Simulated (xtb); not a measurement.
Si(F)(Me)2(SeH) (C2H7FSeSi), SMILES [Si]([SeH])(C)(F)C. All values are semi-empirical tight-binding results from xtb (GFN2-xTB unless named), good for trends rather than for accurate numbers. The structure is a stationary point at GFN2-xTB. The values are those of a single conformer.

Computed properties:
```json
{
  "point_group_as_xtb_finds_it": "Cs",
  "orbital_gap": "4.34 eV",
  "zero_point_energy": "52.2 kcal/mol",
  "G − E(el) at 298.15 K (modified RRHO)": "29.9 kcal/mol",
  "static polarisability (D4 model)": "83.4 bohr³",
  "solvation energy, GFN2-xTB/ALPB(water)": "-4.1 kcal/mol",
  "solvation energy, GFN2-xTB/ALPB(chcl3)": "-6.2 kcal/mol"
}
```
